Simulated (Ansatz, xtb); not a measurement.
# C4H6GaNO: where a starting geometry ends

The starting geometry of this gas-phase singlet was built from a drawn formula by distance geometry; its bonds are those of `[CH3][GaH][C@@H](C#N)C=O`.

```tsv
atom	x (Å)	y (Å)	z (Å)
C	-2.6420	-1.0297	1.1015
C	-0.7323	1.3259	0.9148
C	0.4074	2.1126	1.1772
C	-0.8094	0.7981	-0.4607
Ga	-0.8499	-0.3917	1.8412
N	1.3521	2.7858	1.3671
O	-1.7522	1.1725	-1.1114
H	-3.6176	-0.6776	1.5745
H	-2.5571	-2.1343	1.4555
H	-2.5518	-0.9154	0.0800
H	-0.8742	-0.3180	3.4687
H	-1.5979	1.9145	1.1769
H	-0.0629	0.2297	-1.0050
```

Q: Predict what becomes of its bonds when it is optimised with r2SCAN-D4/def2-SVP.

A: It keeps its bonds, and is `[CH3][GaH][C@@H](C#N)C=O`.

The energy falls by 2.11 eV over 51 steps:

```tsv
step	E − E(last) (eV)
1	2.114
7	0.052
12	0.029
18	0.024
23	0.017
29	0.010
34	0.006
40	0.002
45	0.001
51	0.000
```

Final geometry (Å):

```yaml
atoms:
  - { symbol: C, position_ang: [-2.2152, -1.3584, 1.2644] }
  - { symbol: C, position_ang: [-0.7496, 1.6361, 0.7608] }
  - { symbol: C, position_ang: [0.5526, 1.2185, 1.2070] }
  - { symbol: C, position_ang: [-1.1173, 1.3020, -0.6488] }
  - { symbol: Ga, position_ang: [-1.8206, 0.3968, 2.0077] }
  - { symbol: N, position_ang: [1.5540, 0.7743, 1.6149] }
  - { symbol: O, position_ang: [-2.0585, 1.7982, -1.2229] }
  - { symbol: H, position_ang: [-2.7478, -2.0086, 1.9727] }
  - { symbol: H, position_ang: [-1.2716, -1.8498, 0.9739] }
  - { symbol: H, position_ang: [-2.8239, -1.2501, 0.3516] }
  - { symbol: H, position_ang: [-2.1064, 1.0306, 3.3989] }
  - { symbol: H, position_ang: [-1.0016, 2.6738, 1.0282] }
  - { symbol: H, position_ang: [-0.4818, 0.5092, -1.1281] }
```

From the same start GFN2-xTB ends elsewhere, differing in C2–Ga5 (3.62 against 2.06 Å here), Ga5–O7 (1.77 against 3.53 Å here).

No frequencies were run, so the end isn't proven a minimum. Run with Ansatz 0.2.0, 3.7 min on 2 threads of Intel(R) Xeon(R) Platinum 8488C (Sapphire Rapids), on a shared host.
